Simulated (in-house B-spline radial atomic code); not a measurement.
A fraction x of an electron is added to 5s in Nb, starting from [Kr] 4d4 5s1 and keeping the highest spin. All numbers are computed (scalar-relativistic (X2C) LDA VWN5, spin-polarised, spherical fractional occupations; Fermi nucleus of rms radius 4.324 fm) with a B-spline radial code for spherical atoms, not measured.

| x | E(x) - E(0) (eV) | 5s down level (eV) |
| --- | --- | --- |
| 0 | 0.0000 | - |
| 0.1 | -0.2704 | -2.506 |
| 0.2 | -0.4998 | -2.083 |
| 0.3 | ? | ? |
| 0.4 | ? | ? |
| 0.5 | -0.9390 | -0.859 |
| 0.6 | -1.0055 | -0.473 |
| 0.7 | -1.0342 | -0.101 |

Q: What belongs in the row x = 0.3?

A: An energy change of -0.6872 eV; 5s down at -1.666 eV.

Q: What belongs in the row x = 0.4?

A: An energy change of -0.8333 eV; 5s down at -1.257 eV.

Q: Check Janak's theorem between x = 0.1 and 0.2.

A: The slope of the energy is -2.29 eV; the orbital levels give -2.29 eV (ε of the filling orbital, averaged over the two points).

Q: Up to what added charge does this functional bind the extra electron?

A: The highest level rises by about 3.7 eV per electron near x = 0.7 and would reach zero near x = 0.73, so a whole extra electron isn't bound at the basis-set limit.
